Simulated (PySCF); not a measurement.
C5H5ClFO2 (doublet state).
Numbering: `[O:1]=[C:2]([CH:3][O:4][CH2:5][F:6])/[CH:7]=[CH:8]/[Cl:9]` (hydrogens: H10 on C3; H11, H12 on C5; H13 on C7; H14 on C8)

Cartesian coordinates in Å at the GFN2-xTB level; atoms count from 1:
```xyz
14
C5H5ClFO2 angstrom
O     -0.076    0.169   -1.224
C     -0.343   -0.058   -0.031
C      0.638   -0.036    0.998
O      1.932    0.220    0.844
C      2.456    0.506   -0.422
F      3.778    0.715   -0.228
C     -1.706   -0.372    0.429
C     -2.709   -0.422   -0.447
Cl    -4.317   -0.777   -0.019
H      0.390   -0.235    2.030
H      2.339   -0.339   -1.115
H      2.022    1.419   -0.851
H     -1.859   -0.557    1.481
H     -2.544   -0.235   -1.498
```

The hyperfine couplings belong to this conformer and change with its torsions.

Method used: UKS B3LYP, pcH-1 on C Cl F H O, non-relativistic, mean-field spin-orbit, GIAO in PySCF. Geometry: GFN2-xTB, one conformer, isolated molecule. A GFN2-xTB geometry isn't a minimum of the functional, and hyperfine couplings can be far from their values at a DFT geometry. Stability of the SCF solution: not tested.

The Mulliken spin populations are largest on C3 (+0.56), O1 (+0.29), O4 (+0.15) and C8 (+0.08). The angles at C3 add up to 360.0°, so it is planar.

Task: McConnell's relation a(H) = Q·ρ ties the coupling of a proton on a planar π carbon to the spin population of that carbon. What Q do the computed values give?

Result: 
```json
{"H": "H10", "C": "C3", "ρ(C)": "+0.560", "a(H) (G)": "-14.25", "a/ρ (G)": "-25.5"}
{"H": "H14", "C": "C8", "ρ(C)": "+0.080", "a(H) (G)": "-1.88", "a/ρ (G)": "-23.4"}
```

A least-squares line through the origin gives Q = -25.4 G with Mulliken populations.

Couplings in gauss use g_iso = 2.0053.

Time: 2.1 min (grids of density and orbitals included); peak memory 0.97 GiB. Hardware: one thread of an Arm Neoverse V2, no GPU, on a shared host.
